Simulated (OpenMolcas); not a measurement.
Tb²⁺: effect of the IPEA shift

```
Program             : OpenMolcas
Basis               : ANO-RCC-VTZP [8s7p5d3f2g1h]
Scalar Hamiltonian  : DKH2, point nucleus
Active space        : 9 electrons in 7 orbitals (4f)
State averaging     : 2S+1 = 6 odd, 21 roots; 2S+1 = 4 odd, 224 roots (128 in the spin-orbit step); 2S+1 = 2 odd, 249 roots kept (CI in the orbitals of an earlier block, 143 in the spin-orbit step)
Spin-orbit coupling : RASSI with atomic mean-field integrals over the reference wave functions, term energies averaged over their components
```

Methods on the same reference wave functions:
A. CASSCF
B. MS-CASPT2, IPEA 0 Eh, imaginary shift 0.1 Eh (closed shells correlated: 5s 5p)
C. MS-CASPT2, IPEA 0.25 Eh, imaginary shift 0.1 Eh (closed shells correlated: 5s 5p)

Energies in cm⁻¹ above 4f⁹ ⁶H°_15/2, the measured ground level; measured values from Martin, Zalubas and Hagan, Atomic Energy Levels: The Rare-Earth Elements, NSRDS-NBS 60 (1978).

| Level | A | B | C | Measured |
| --- | --- | --- | --- | --- |
| 4f⁹ ⁶H°_15/2 | 0.0 | 0.0 | 0.0 | 0.0 |
| 4f⁹ ⁶H°_13/2 | 2908 | 2980 | 2960 | 2805 |
| 4f⁹ ⁶H°_11/2 | 5031 | 5020 | 5030 | 4735 |
| 4f⁹ ⁶H°_9/2 | 6680 | 6640 | 6650 | 6258 |
| 4f⁹ ⁶H°_7/2 | 7970 | 7900 | 7920 | 7422 |
| 4f⁹ ⁶F°_11/2 | 8816 | 6530 | 6790 | 6470 |
| 4f⁹ ⁶H°_5/2 | 8945 | 8860 | 8880 | 8286 |
| 4f⁹ ⁶F°_9/2 | 10076 | 7670 | 7970 | 7622 |
| 4f⁹ ⁶F°_7/2 | 11664 | 9290 | 9580 |  |
| 4f⁹ ⁶F°_5/2 | 12870 | 10490 | 10780 | 10220 |
| 4f⁹ ⁶F°_3/2 | 13618 | 11170 | 11470 |  |
| 4f⁹ ⁶F°_1/2 | 14068 | 11600 | 11900 |  |
| 4f⁹ ⁴F°_9/2(1) [68 %] | 22185 | 18310 | 19090 |  |
| 4f⁹ ⁴I°_15/2(1) [62 %] | 22874 | 19890 | 20650 |  |
| 4f⁹ ⁴G°_11/2(1) | 24574 | 20370 | 21290 |  |
| 4f⁹ ⁴M°_21/2 | 24847 | 23700 | 24260 |  |
| 4f⁹ ⁴I°_13/2(1) | 25882 | 22720 | 23510 |  |
| 4f⁹ ⁴M°_19/2 [60 %] | 26207 | 24560 | 25210 |  |
| 4f⁹ ⁴F°_7/2(1) [63 %] | 26382 | 22350 | 23160 |  |
| 4f⁹ ⁴I°_11/2(1) | 28024 | 24770 | 25570 |  |
| 4f⁹ ⁴I°_9/2(1) | 29317 | 25930 | 26740 |  |
| 4f⁹ ⁴M°_17/2 [51 %] | 29391 | 27510 | 28170 |  |
| 4f⁹ ⁴G°_9/2(1) [63 %] | 30223 | 26130 | 27010 |  |
| 4f⁹ ⁴L°_19/2 [58 %] | 31182 | 28860 | 29590 |  |

Deviations, from unrounded energies. A percentage is the sum of absolute deviations over the sum of measured energies, with the sign that they share, or ± where signs differ.

```csv
Against measurement,Levels,A,B,C
mean absolute deviation (cm-1),8,1200,280,390
fine structure of the ground term (%),5,+6.9,+6.4,+6.5
other terms of the ground configuration (%),3,+30.6,+1.5,+5.0
```

B lies closest to measurement on these levels and A furthest from it. The largest miss of B in the table is 4f⁹ ⁶H°_5/2, by +570 cm-1. The ranking rests on the paired levels alone, and a cruder setting can come out closer through cancelling errors.

Between B and C the level of the table that moves most is 4f⁹ ⁴G°_11/2(1), by 920 cm-1 (lowest in B, highest in C). Moves below CASPT2's spread within the term are not significant.

The mean deviations of B to C differ by less than CASPT2's widest spread within a term (680 cm-1), so their order carries little weight.

From A to B the spin-free energies of the other terms of 4f⁹ shown, above ⁶H°, scale by factors of 0.65 to 0.94.

The lowest spin-free term lies below A's lowest term by 0.811 hartree in B, 0.794 hartree in C.

Term energies are means over components that CASPT2 splits; among the terms shown or strongly mixed into the levels shown the widest spread is 680 cm-1 (4f⁹ ⁴M°, B). High states are left out of the spin-orbit mixing, which shifts the levels that they would mix with. Without dynamic correlation excited terms often stand tens of per cent too high (terms of higher spin than the ground term too low), and those without a measured partner can miss by more than the paired ones (holds for A). Blocks of more than 70 roots (2S+1 = 4 odd, 2 odd) ran without multistate coupling (holds for B; C). Computed and measured levels are paired by configuration, term and J; levels that our copy of the source lacks, or whose pairing is in doubt (as where it misses far off the trend of its configuration), stay unpaired and out of the deviations. Levels of configurations outside the active space are missing. Levels that lie high or do not pair safely by name in every column are left out.

A share in square brackets marks a mixed level and gives the weight of the term that names it, the lowest over the columns. A number in round brackets counts repeated terms of one configuration in the order of the reference energies. ° marks odd parity.
